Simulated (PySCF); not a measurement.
Simulation results for BClH₂O₂, BH₄O₂Si

All values are calculated (PySCF 2.14.0). Calculation on a computer-drawn molecule: the log of a Hartree-Fock and frozen-core CCSD(T) single point meant for a local Hartree-Fock minimum, with one planted fault or none, to be diagnosed. Offsets are logged minus clean, where the clean run is the same molecule without the fault. The reference is restricted for singlets and unrestricted otherwise, and also for a bond in bohr or an excited solution. Adding or removing an electron swaps singlet and doublet. The excited solution moves the top pair (singlet) or top alpha electron (doublet) to the lowest empty orbital. Highest occupied and lowest empty are orbital energies over both spins, largest force is the largest gradient component, triples share is (T) over the correlation energy, the T1 limit is 0.02 restricted and 0.045 unrestricted, electrons count all cores, a negative frequency is imaginary (commonest isotopes), and the dipole is about the centre of nuclear charge.

Common to all runs: meant multiplicity 1; meant basis cc-pV(D+d)Z; logged SCF converged yes; logged CC converged yes; logged SCF stable within its kind yes; possible faults no fault, one electron removed, one electron added, multiplicity raised by two, geometry at a saddle point, SCF held on an excited solution, minimal basis STO-3G, one bond length entered in bohr, all coordinates scaled.

(1) BClH₂O₂

Logged structure:
```xyz
6
BClH2O2
O     -2.8981    -0.0991    -0.2327
B     -1.6748    -0.2856     0.3051
O     -0.5171    -0.3944    -0.3793
Cl    -1.5799    -0.3972     2.0705
H     -2.9273    -0.0423    -1.1755
H     -0.5892    -0.3323    -1.3195
```

- meant charge: 0
- logged electrons: 40
- logged basis functions: 26
- logged spin squared: 0
- logged highest occupied: -10.415 eV
- logged lowest empty: 8.7946 eV
- logged largest force: 0.056689 hartree/bohr
- logged T1 diagnostic: 0.014495
- logged D1 diagnostic: 0.066773
- logged triples share: 0.037459
- logged dipole magnitude: 4.761 debye
- logged energy HF: -627.93899 hartree
- logged energy CCSD(T): -628.08953 hartree
- planted fault: minimal basis STO-3G
- HF energy offset from clean run: 4587 kcal/mol
- CCSD(T) energy offset from clean run: 4887 kcal/mol

Drawn bonds:
```
atom  other atom  order
   1           2      1
   2           3      1
   2           4      1
   1           5      1
   3           6      1
```

(2) BH₄O₂Si

Logged structure:
```xyz
8
BH4O2Si
O     -1.1190     2.8677    -0.9642
B     -0.5414     2.4576     0.1578
O      0.6266     2.8653     0.6331
Si    -1.8007     1.0470     1.0511
H     -0.6447     3.5181    -1.4751
H      0.9750     2.5239     1.4434
H     -1.5301     0.3213     2.2995
H     -3.0843     0.6961     0.4365
```

- meant charge: 1
- logged electrons: 38
- logged basis functions: 28
- logged spin squared: 0
- logged highest occupied: -15.548 eV
- logged lowest empty: -2.7303 eV
- logged largest force: 0.042638 hartree/bohr
- logged T1 diagnostic: 0.01865
- logged D1 diagnostic: 0.0816
- logged triples share: 0.037837
- logged dipole magnitude: 4.151 debye
- logged energy HF: -459.86708 hartree
- logged energy CCSD(T): -460.06807 hartree
- planted fault: minimal basis STO-3G
- HF energy offset from clean run: 3531 kcal/mol
- CCSD(T) energy offset from clean run: 3767 kcal/mol

Drawn bonds:
```
atom  other atom  order
   1           2      1
   2           3      1
   2           4      1
   1           5      1
   3           6      1
   4           7      1
   4           8      1
```

(3) BH₄O₂Si

Logged structure:
```xyz
8
BH4O2Si
O     -1.1190     2.8677    -0.9642
B     -0.5414     2.4576     0.1578
O      0.6266     2.8653     0.6331
Si    -1.8007     1.0470     1.0511
H     -0.6447     3.5181    -1.4751
H      0.9750     2.5239     1.4434
H     -1.2893    -0.3245     3.4103
H     -3.0843     0.6961     0.4365
```

* meant charge: 1
* logged electrons: 38
* logged basis functions: 85
* logged spin squared: 0.861
* logged highest occupied: -15.991 eV
* logged lowest empty: -6.2964 eV
* logged largest force: 0.013011 hartree/bohr
* logged T1 diagnostic: 0.039479
* logged D1 diagnostic: 0.17749
* logged triples share: 0.029858
* logged dipole magnitude: 3.8624 debye
* logged energy HF: -465.38468 hartree
* logged energy CCSD(T): -465.94853 hartree
* planted fault: one bond length entered in bohr, row 6 of the drawn bonds
* HF energy offset from clean run: 68.96 kcal/mol
* CCSD(T) energy offset from clean run: 76.56 kcal/mol

Drawn bonds:
```
atom  other atom  order
   1           2      1
   2           3      1
   2           4      1
   1           5      1
   3           6      1
   4           7      1
   4           8      1
```
